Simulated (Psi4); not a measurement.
Here is a job for Psi4.
```
memory 2 GB

molecule mol {
0 1
  Si    2.314579   -0.708013   -0.255662
  O     1.501467    0.493014    0.477881
  Si    0.190797    1.317828    0.916347
  O    -1.162763    0.488176    0.571181
  Si   -2.048047   -0.551405   -0.270206
  F    -1.301220   -0.880645   -1.653495
  H     3.703365   -0.260274   -0.168605
  H     1.850582   -0.831418   -1.634064
  H     2.079218   -1.933396    0.508649
  H     0.205104    1.421851    2.366190
  H     0.158983    2.542357    0.131795
  H    -3.277295    0.130215   -0.627322
  H    -2.121217   -1.810777    0.445608
}

set basis sto-3g
set reference rhf
set freeze_core true

energy('mp2')
print_variables()
```

Question: What is the computed total energy (MP2/STO-3G (Psi4))?

Answer: -1106.902951 Ha

Question: Estimate the MP2 correlation energy that MP2/STO-3G returns for this input.

Answer: -0.1888 Eh

Question: What nuclear repulsion energy does MP2/STO-3G give?

Answer: 474.7792 Eh

Question: Give the number of basis functions at the level MP2/STO-3G.

Answer: 49
